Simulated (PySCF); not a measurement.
Simulated C 1s region for `CC(C)(C)BN`, binding energy against the vacuum level.

Every computed line was given a Gaussian of 0.7 eV full width at half maximum and an area set by the number of equivalent atoms; the highest printed point is 100. Method used: PySCF 2.14.0, delta-SCF UKS SCAN, pcX-2 on the ionised atom, pcseg-1 elsewhere, spin-free X2C.

| binding energy (eV) | intensity |
| --- | --- |
| 288.8 | 0 |
| 288.9 | 0 |
| 289.0 | 1 |
| 289.1 | 3 |
| 289.2 | 5 |
| 289.3 | 10 |
| 289.4 | 16 |
| 289.5 | 25 |
| 289.6 | 36 |
| 289.7 | 48 |
| 289.8 | 62 |
| 289.9 | 76 |
| 290.0 | 89 |
| 290.1 | 98 |
| 290.2 | 100 |
| 290.3 | 93 |
| 290.4 | 79 |
| 290.5 | 60 |
| 290.6 | 41 |
| 290.7 | 26 |
| 290.8 | 14 |
| 290.9 | 7 |
| 291.0 | 3 |
| 291.1 | 1 |
| 291.2 | 0 |

Problem. How many maxima does the curve show, and how many computed lines lie under it?

Solution. The curve has 1 maximum (at 290.2 eV). Under it lie 2 lines from 2 inequivalent carbon sites. At this width some lines have no maximum of their own.

Problem. Decompose the envelope and assign each component. Numbering: `[CH3:1][C:2]([CH3:3])([CH3:4])[BH:5][NH2:6]`.

Solution. 
| position (eV) | relative area | line | atoms | environment |
| --- | --- | --- | --- | --- |
| 289.76 | 1 | C 1s | C2 | sp3 carbon bound to boron |
| 290.23 | 3 | C 1s | C1/C3/C4 | methyl carbon |

The listed C 1s values span 0.47 eV, from C2 (bonded to 3 C and B) to C1/C3/C4 (bonded to C and 3 H).

Shake-up satellites, vibrational structure and lifetime widths aren't simulated. One atom of each set of topologically equivalent atoms was ionised and stands for the set; in this conformer not all members are related by symmetry, and their own values weren't computed. Geometry: PBE0-D3(BJ)/def2-SVP; no solvent, vibrations or thermal averaging.

Hardware: an Arm Neoverse V2 with one thread, shared host. Cost: 54 s of wall time.

Shape of the structure used: `[CH3:1][C:2]([CH3:3])([CH3:4])[BH:5][NH2:6]`: C1–C2–B5–N6 0°, H–N6–B5–C2 180°, H–N6–B5–C2 0°.
